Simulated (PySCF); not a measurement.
YbF2 at several levels of theory

Computed with PySCF 2.14.0 (density fitting, no spin-orbit coupling) at the geometry relaxed with PBE0:

```xyz
3
YbF2 (singlet)
Yb    0.0000    0.0000   -0.2278
F     1.7452    0.0000    0.7656
F    -1.7452    0.0000    0.7656
```

```json
{"level": "PBE0", "basis": "Yb def2-SVP with ECP28, F def2-SVP", "state": "singlet", "HOMO (eV)": "-4.81", "gap (eV)": "2.99", "charge on Yb1 (e)": "1.06", "population of f-type functions on Yb1 (core shells left out)": "13.98", "dipole about the centre of mass (D)": "6.00", "largest force component (eV/Å)": "0.00"}
{"level": "wB97X", "basis": "the same", "state": "singlet", "HOMO (eV)": "-7.29", "gap (eV)": "7.28", "charge on Yb1 (e)": "1.05", "population of f-type functions on Yb1 (core shells left out)": "13.98", "dipole about the centre of mass (D)": "6.11", "largest force component (eV/Å)": "0.17"}
{"level": "PBE0", "basis": "Yb def2-TZVP with ECP28, F def2-TZVP", "state": "singlet", "HOMO (eV)": "-5.08", "gap (eV)": "3.11", "charge on Yb1 (e)": "1.21", "population of f-type functions on Yb1 (core shells left out)": "13.99", "dipole about the centre of mass (D)": "6.33", "largest force component (eV/Å)": "0.44"}
```

Charges are Mulliken's, which hang on the basis. The relaxation used the grid (50, 194), these runs (75, 302) or, all-electron (x2c bases, spin-free X2C Hamiltonian), (99, 590).

Question: What does BLYP with Yb def2-SVP with ECP28, F def2-SVP give here?

Answer: state singlet, HOMO (eV) -3.17, gap (eV) 0.35, charge on Yb1 (e) 0.88, population of f-type functions on Yb1 (core shells left out) 13.82, dipole about the centre of mass (D) 4.96, largest force component (eV/Å) 0.12. Time: 7.3 s on 2 threads of Arm Neoverse V1, with other jobs on the host, from an already converged density.

In the first row's basis the gap widens with exact exchange: 0.4 eV for BLYP (none); 3.0 eV for PBE0 (a fixed share); 7.3 eV for wB97X (rising or full at long range).

Small gap, closed shell not tested for a spin-broken solution: BLYP.
